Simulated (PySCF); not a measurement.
Excitations are Tamm–Dancoff values on a coarser integration grid. The basis has no diffuse functions, so Rydberg states are missing or too high.

Cartesian coordinates (Å):
SMILES: [Al]([CH3])([OH])[CH3]
```xyz
11

C      1.8579     0.0451     0.1057
Al    -0.0516     0.3763    -0.0562
C     -1.4565    -0.9769     0.0429
O     -0.4727     2.0121    -0.3015
H      2.1089    -1.0155     0.1859
H      2.4000     0.4531    -0.7535
H      2.2670     0.5477     0.9885
H     -1.0677    -1.9774     0.2511
H     -2.1888    -0.7417     0.8226
H     -2.0186    -1.0363    -0.8957
H     -1.3779     2.3135    -0.3897
```
Charge 0, spin multiplicity 1.

Q: What is the computed HOMO, S1 excitation (TDA) and total energy (PBE-D3(BJ)/def2-TZVP // r2SCAN-D4/def2-TZVP (PySCF 2.14.0))?

A: 
```yaml
HOMO: -6.34 eV
S1 excitation (TDA): 5.69 eV
total_energy: -397.8915 Ha
```
